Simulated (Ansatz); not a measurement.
Input file for C2H5FGeO2Si, SMILES `[OH][GeH2][C]#C[SiH](O)F`:

```yaml
crystal:
  periodic: [false, false, false]
  atoms:
    - {symbol: O, position_ang: [3.163970, 0.656108, -0.738998]}
    - {symbol: Ge, position_ang: [1.747215, 0.338376, -1.759188]}
    - {symbol: C, position_ang: [0.224174, 0.072674, -0.636363]}
    - {symbol: C, position_ang: [-0.744721, -0.084081, 0.078007]}
    - {symbol: Si, position_ang: [-2.176887, -0.295356, 1.183445]}
    - {symbol: O, position_ang: [-1.702753, -0.803258, 2.651949]}
    - {symbol: F, position_ang: [-3.133665, -1.361144, 0.490575]}
    - {symbol: H, position_ang: [3.043777, 1.413968, -0.162124]}
    - {symbol: H, position_ang: [1.452525, 1.532009, -2.679633]}
    - {symbol: H, position_ang: [2.079260, -0.946973, -2.513670]}
    - {symbol: H, position_ang: [-2.935631, 0.948445, 1.375348]}
    - {symbol: H, position_ang: [-1.017256, -1.470737, 2.710643]}
basis:
  gaussian: {orbitals: def2-TZVPP}
correlation: {method: ccsd_t}
```

```sh
$ ansatz run in.yaml --threads 2 --pin off --events-out ev --progress --plain --max-ram 22528MiB --backend cuda --devices 0, --max-vram 18GiB
```

Output of Ansatz, abridged:

```
Functional definition: HF
1956 factors; integrals over basis functions are off by at most 6.7e-4 eV
mean field evaluation 1: about -73256.4892 eV, gradient 5.9e1 eV
mean field evaluation 2: about -73256.8602 eV, gradient 5.9e1 eV
mean field evaluation 4: about -73263.4310 eV, gradient 4.8e0 eV
mean field evaluation 8: about -73263.5221 eV, gradient 3.9e-1 eV
mean field evaluation 16: about -73263.5229 eV, gradient 9.4e-7 eV
mean field -73263.52288571 eV, -2692.3848062504 hartree, gradient 9.4e-7 eV, S^2 0.000000; 0 other end points of the search recorded, 0 dependent functions left out
19 core orbitals not correlated: weight in the atoms' cores, before any rotation towards them, 1.000 or more for the frozen orbitals, at most 0.000 for the correlated occupied ones
reference -73263.52288571 eV, -2692.3848062504 hartree; 25, 25 occupied and 271, 271 virtual orbitals, 1956 factors
second order -37.90335810 eV of doubles, -0.00000000 eV of singles
cycle   1  -37.25777158 eV  change    6.5e-1 eV  update   1.4e-1
cycle   2  -38.25196883 eV  change   -9.9e-1 eV  update   4.3e-2
cycle   3  -38.46140436 eV  change   -2.1e-1 eV  update   2.0e-2
cycle   4  -38.44302586 eV  change    1.8e-2 eV  update   5.3e-3
cycle   5  -38.44102821 eV  change    2.0e-3 eV  update   2.4e-3
cycle   6  -38.44379495 eV  change   -2.8e-3 eV  update   7.3e-4
cycle   7  -38.44394691 eV  change   -1.5e-4 eV  update   2.7e-4
cycle   8  -38.44384697 eV  change    1.0e-4 eV  update   8.5e-5
cycle   9  -38.44387796 eV  change   -3.1e-5 eV  update   3.2e-5
perturbative correction -1.52013709 eV, -0.0558640078 hartree
Total energy: -73303.48690076 eV, -2693.8534567150 hartree
```

Hardware: 2 threads of an AMD EPYC 7R13 on a shared host and a share of an NVIDIA H100 80 GB. Wall time 6.5 s, peak host memory 0.89 GiB.

The correlation energy is -39.964 eV, 3.8 % of it from (T); the T1 diagnostic reads 0.0124.
